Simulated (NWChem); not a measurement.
Molecule: CH$_{6}$BOP; SMILES CB(O)P

```xyz
10

B     -0.0899    -0.4718     0.0050
C      1.1939    -1.3870     0.0240
H      1.6443    -1.3981    -0.9842
H      0.9879    -2.4333     0.3062
H      1.9695    -0.9942     0.7002
O     -1.3497    -0.9736     0.0179
H     -1.3686    -1.9364     0.0665
P      0.0495     1.4573     0.0852
H     -1.0023     1.7719    -0.8220
H      1.1101     1.6014    -0.8565
```
Atoms are numbered in this order, from 1.

All runs: NWChem. Medium grid unless said otherwise, to which SCAN and Minnesota functionals are sensitive. Coordinates come from a PBE0/def2-SVP optimisation.

For level BLYP/def2-SVP:

```
Item                         Value
---------------------------  -----
highest occupied level (eV)  -5.56
orbital gap (eV)              4.93
dipole (D)                    2.42
```

Task: How do the values read with level MN15-L/def2-SVP instead?

Result: highest occupied level (eV): -6.18
orbital gap (eV): 5.78
dipole (D): 2.64
